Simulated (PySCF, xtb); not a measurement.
CH5O, SMILES C[OH2+], charge +1.

GFN2-xTB in xtb 6.7.1 at its own geometry gives an orbital gap of 10.35 eV.

The structure is a stationary point at B3LYP-D3(BJ)/def2-TZVP. The isomer is the one that the SMILES or the coordinates give; other isomers of the formula were not compared.

What does PySCF with PBE/def2-TZVPD give? (An estimate is asked for; the answer gives what the named calculation found.)

gap 8.17 eV (levels -15.66 and -7.49 eV).
